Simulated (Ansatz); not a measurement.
CH5NO2Si can be A, `O=CN[SiH2]O`, or B, `N[SiH2]C(=O)O`.

Computed with Ansatz on PBE0-D4/def2-TZVP structures; ΔE is electronic, products minus reactants. CBS: MP2 limit from def2 TZ/QZ plus the TZ coupled-cluster correction, frozen cores. DFT in def2-TZVPP. B3LYP here is the variant with VWN-RPA as its local correlation; programs differ in this. Each species was taken in one conformer, which may not be the lowest.

**Question.** Which is lower in electronic energy at CCSD(T)/CBS, and by how much? (An estimate is asked.)

**Answer.** Ansatz gave: A, by 31.1 kcal/mol.

**Question.** Give E(B) − E(A) in kcal/mol with CCSD/def2-TZVPP, r2SCAN-D4, CCSD(T)/def2-TZVPP, MP2/def2-TZVPP, PBE-D4, PBE0-D4, B3LYP-D4. (An estimate is asked.)

**Answer.** The calculation gave: CCSD/def2-TZVPP 31.4, r2SCAN-D4 30.4, CCSD(T)/def2-TZVPP 30.9, MP2/def2-TZVPP 32.2, PBE-D4 27.5, PBE0-D4 29.4, B3LYP-D4 30.4. None reverses the order clearly.

Largest T1 diagnostic: 0.015.

In def2-TZVPP, CCSD(T) changes the Hartree–Fock value by −2.6 kcal/mol (the triples alone add −0.5 kcal/mol) and MP2 by −1.2 kcal/mol. From PBE to PBE0 (25 % exact exchange), in def2-TZVPP and without D4, E(B) − E(A) moves by +2.0 kcal/mol.
